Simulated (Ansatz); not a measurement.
`CC(C)[Si]Cl` + `COC(C)=O` → `CO[Si]Cl` + `CC(=O)C(C)C`  (formal exchange of groups at the Si–C bond)

Isolated molecules relaxed with PBE0-D4/def2-TZVP in Ansatz; ΔE leaves out vibrations. CCSD(T)/CBS is the MP2 limit (def2-TZVPP, def2-QZVPP) plus CCSD(T) − MP2 in def2-TZVPP, frozen cores. DFT in def2-TZVPP. B3LYP here is the variant with VWN-RPA as its local correlation; programs differ in this. One conformer a species, not always the lowest.

```csv
level,ΔE (kJ/mol),difference from CCSD(T)/CBS
PBE-D4,-100.7,14.3
r2SCAN-D4,-106.4,8.6
PBE0-D4,-102.4,12.6
ωB97M-V,-113.3,1.7
B2PLYP,-115.2,-0.2
PBE,-100.9,14.1
B3LYP,-113.9,1.1
HF/def2-TZVPP,-116.4,-1.4
MP2/def2-TZVPP,-115.6,-0.6
SCS-MP2/def2-TZVPP,-117.5,-2.5
CCSD/def2-TZVPP,-114.4,0.6
CCSD(T)/def2-TZVPP,-112.6,2.4
HF/def2-QZVPP,-118.4,-3.4
HF/CBS(def2),-118.7,-3.7
MP2/CBS(def2),-118.0,-3.0
CCSD/CBS(def2),-116.8,-1.8
CCSD(T)/CBS,-115.0,0
```

Largest T1 diagnostic among the species: 0.014.
